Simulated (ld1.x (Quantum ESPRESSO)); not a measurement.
## Varying the TM semilocal potential for C

Base potential:

ld1.x (Quantum ESPRESSO) 7.5 input, shortened:

```
&input
   title='C', zed=6., rel=0, dft='PZ', iswitch=3,
   config='[He] 2s2 2p1.5 3d-2'
 /
 &inputp
   pseudotype=1, tm=.true., lloc=1,
   nlcc=.true., rcore=0.55
 /
3
2S  1  0   2.00   0.00  0.75  0.75  0.0
3D  3  2  -2.00   0.45  2.20  2.20  0.0
2P  2  1   1.50   0.00  2.05  2.05  0.0
 &test
   configts(1)='2s2 2p1.5'
 /
```

Cutoffs, loose and tight: the cutoffs (Ry, on a coarse ladder) from which the occupation-weighted sum of valence levels, in a spherical-Bessel basis at the reference potential, stays within 10 and 1 mRy of its value at 400 Ry. They do not see the model core or the augmentation charge, which bear on the density cutoff. Test errors are all-electron minus pseudo excitation energies from the reference, over the configurations 2s2 2p2; 2s2 2p1; 2s2 2p0; 2s0 2p4; 2s1 2p3; 2s1 2p0; 2s1 2p2 (two spin-polarised tests are not counted in the largest error). A dash means not determined; rows that change the core or the reference have their own tests.

A semilocal file is local in each channel, so a ghost entry of none says nothing of the separable form that plane-wave codes build from it.

| change | outcome | cutoff, loose | cutoff, tight | bound ghosts | largest test error (meV) |
| --- | --- | --- | --- | --- | --- |
| base | generated | 140 Ry | 260 Ry | none | +482 |
| core correction a·sin(br)/r model core inside 0.28 bohr | generated | 140 Ry | 260 Ry | none | +478 |
| core correction a·sin(br)/r model core inside 0.36 bohr | generated | 140 Ry | 260 Ry | none | +478 |
| core correction a·sin(br)/r model core inside 0.46 bohr | generated | 140 Ry | 260 Ry | none | +479 |
| core correction a·sin(br)/r model core inside 0.54 bohr | generated | 140 Ry | 260 Ry | none | +481 |
| core correction a·sin(br)/r model core inside 0.60 bohr | generated | 140 Ry | 260 Ry | none | +486 |
| core correction a·sin(br)/r model core inside 0.68 bohr | generated | 140 Ry | 260 Ry | none | +499 |
| core correction a·sin(br)/r model core inside 0.76 bohr | generated | 140 Ry | 260 Ry | none | +521 |
| core correction a·sin(br)/r model core inside 0.84 bohr | generated | 140 Ry | 260 Ry | none | +547 |
| core correction a·sin(br)/r model core inside 0.90 bohr | generated | 140 Ry | 260 Ry | none | +564 |

(1) What comes out with this change to the base: core correction none?

## Answers

(1) outcome: generated; cutoff, loose: 140 Ry; cutoff, tight: 260 Ry; bound ghosts: none; largest test error (meV): +627.
